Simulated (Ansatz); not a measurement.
`BC(=C)[SiH2]C` and `BC(=C)[NH][GeH3]` differ in one atom or group.

Ansatz, PBE0-D4/def2-TZVP geometries, multiplicity 1. Each molecule was computed in one conformer, which needn't be the lowest.

Scalar relativity is left out up to krypton.

```
                                          property  `BC(=C)[SiH2]C`
                 LUMO energy (PBE/def2-TZVPP) / eV            -3.19
size of the dipole moment (ωB97M-V/def2-TZVPP) / D             1.03
             LUMO energy (ωB97M-V/def2-TZVPP) / eV            -0.17
               HOMO–LUMO gap (PBE/def2-TZVPP) / eV             3.78
             HOMO energy (ωB97M-V/def2-TZVPP) / eV           -10.45
                 HOMO energy (PBE/def2-TZVPP) / eV            -6.97
```

Problem. What does the change do to each property? (Best estimate.)

Solution. Ansatz gave: 
```json
{"property": "LUMO energy (PBE/def2-TZVPP) / eV", "`BC(=C)[NH][GeH3]`": "-2.84", "shift": "0.35"}
{"property": "size of the dipole moment (ωB97M-V/def2-TZVPP) / D", "`BC(=C)[NH][GeH3]`": "1.37", "shift": "0.34"}
{"property": "LUMO energy (ωB97M-V/def2-TZVPP) / eV", "`BC(=C)[NH][GeH3]`": "0.05", "shift": "0.22"}
{"property": "HOMO–LUMO gap (PBE/def2-TZVPP) / eV", "`BC(=C)[NH][GeH3]`": "2.36", "shift": "-1.42"}
{"property": "HOMO energy (ωB97M-V/def2-TZVPP) / eV", "`BC(=C)[NH][GeH3]`": "-8.35", "shift": "2.10"}
{"property": "HOMO energy (PBE/def2-TZVPP) / eV", "`BC(=C)[NH][GeH3]`": "-5.20", "shift": "1.77"}
```

With PBE0 the HOMO rises by 2.02 eV and the LUMO rises by 0.28 eV, so the gap narrows by about 1.74 eV. PBE moves the HOMO by 1.77 eV and ωB97M-V by 2.10 eV. Dipoles are sizes alone; their direction can turn.
